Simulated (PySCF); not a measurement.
**PySCF run on BSe2⁻**

Input:

```python
from pyscf import gto, scf, mp

mol = gto.M(
    atom='B 0 0 0; Se 0 0 1.8074; Se 0 0 -1.8074',
    basis='cc-pvdz-dk',
    charge=-1,
    spin=0,
    verbose=4,
)
mf = scf.UHF(mol)
mf = mf.sfx2c1e()
mf.kernel()
mp.MP2(mf, frozen=19).kernel()
mf.dip_moment()
print('orbital energies (hartree):', [e[max(0, n-3):n+3].round(4) for e, n in zip(mf.mo_energy, mol.nelec)])
```

```bash
$ OMP_NUM_THREADS=1 python input.py
```

It prints (some set-up lines and the per-cycle HOMO/LUMO lines with their warnings removed):

```
PySCF version 2.14.0

[INPUT] verbose = 4
[INPUT] num. atoms = 3
[INPUT] num. electrons = 74
[INPUT] charge = -1
[INPUT] spin (= nelec alpha-beta = 2S) = 0
[INPUT] symmetry False subgroup None
[INPUT] Mole.unit = angstrom
[INPUT] Symbol           X                Y                Z      unit          X                Y                Z       unit  Magmom
[INPUT]  1 B      0.000000000000   0.000000000000   0.000000000000 AA    0.000000000000   0.000000000000   0.000000000000 Bohr   0.0
[INPUT]  2 Se     0.000000000000   0.000000000000   1.807400000000 AA    0.000000000000   0.000000000000   3.415490997539 Bohr   0.0
[INPUT]  3 Se     0.000000000000   0.000000000000  -1.807400000000 AA    0.000000000000   0.000000000000  -3.415490997539 Bohr   0.0

nuclear repulsion = 268.775411986589
number of shells = 17
number of NR pGTOs = 180
number of NR cGTOs = 68
basis = cc-pvdz-dk
ecp = {}

******** <class 'pyscf.x2c.sfx2c1e.sfX2C1eUHF'> ********
method = sfX2C1eUHF
initial guess = minao
damping factor = 0
level_shift factor = 0
DIIS = <class 'pyscf.scf.diis.CDIIS'>
diis_start_cycle = 1
diis_space = 8
diis_damp = 0
SCF conv_tol = 1e-09
SCF conv_tol_grad = None
SCF max_cycles = 50
direct_scf = True
direct_scf_tol = 1e-13
number electrons alpha = 37  beta = 37

******** <class 'pyscf.x2c.sfx2c1e.SpinFreeX2CHelper'> ********
approx = 1e
xuncontract = 1
Set gradient conv threshold to 3.16228e-05
init E= -4880.88957992607
cycle= 1 E= -4880.73580480592  delta_E= 0.154  |g|= 0.282  |ddm|= 1.15
cycle= 2 E= -4880.77318137051  delta_E= -0.0374  |g|= 0.191  |ddm|= 0.439
cycle= 3 E= -4880.79530356186  delta_E= -0.0221  |g|= 0.0266  |ddm|= 0.181
cycle= 4 E= -4880.79607802356  delta_E= -0.000774  |g|= 0.00813  |ddm|= 0.046
cycle= 5 E= -4880.79613915167  delta_E= -6.11e-05  |g|= 0.00104  |ddm|= 0.0136
cycle= 6 E= -4880.79614126648  delta_E= -2.11e-06  |g|= 0.000416  |ddm|= 0.0027
cycle= 7 E= -4880.79614185786  delta_E= -5.91e-07  |g|= 0.000237  |ddm|= 0.00115
cycle= 8 E= -4880.79614219346  delta_E= -3.36e-07  |g|= 8.55e-05  |ddm|= 0.00131
cycle= 9 E= -4880.79614223005  delta_E= -3.66e-08  |g|= 2.03e-05  |ddm|= 0.000473
cycle= 10 E= -4880.79614223149  delta_E= -1.44e-09  |g|= 3.48e-06  |ddm|= 9.52e-05
cycle= 11 E= -4880.79614223152  delta_E= -3.09e-11  |g|= 1.18e-06  |ddm|= 1.15e-05
Extra cycle  E= -4880.79614223152  delta_E= -3.64e-12  |g|= 7.03e-07  |ddm|= 2.04e-06
converged SCF energy = -4880.79614223152  <S^2> = 9.3152153e-12  2S+1 = 1

******** <class 'pyscf.mp.ump2.UMP2'> ********
nocc = (np.int64(18), np.int64(18)), nmo = (49, 49)
frozen orbitals 19
E(UMP2) = -4881.13439175164  E_corr = -0.33824952011988
E(SCS-UMP2) = -4881.11446355059  E_corr = -0.318321319064028
E_corr(same-spin) = -0.101051659707494
E_corr(oppo-spin) = -0.237197860412386
Dipole moment(X, Y, Z, Debye): -0.00000,  0.00000, -0.00000
orbital energies (hartree): [array([-0.1998, -0.1274, -0.1274,  0.3016,  0.3016,  0.3801]), array([-0.1998, -0.1274, -0.1274,  0.3016,  0.3016,  0.3801])]
```

In short: E(SCF) = -4880.796142 Eh, 11 cycles, E(MP2) − E(SCF) = -0.33825 Eh.

Hardware: Arm Neoverse N1, 1 thread, shared host. Wall time 3.5 s.

The basis has no diffuse functions, which an anion needs. The dipole of an ion depends on the origin. No search for the lowest solution was made.
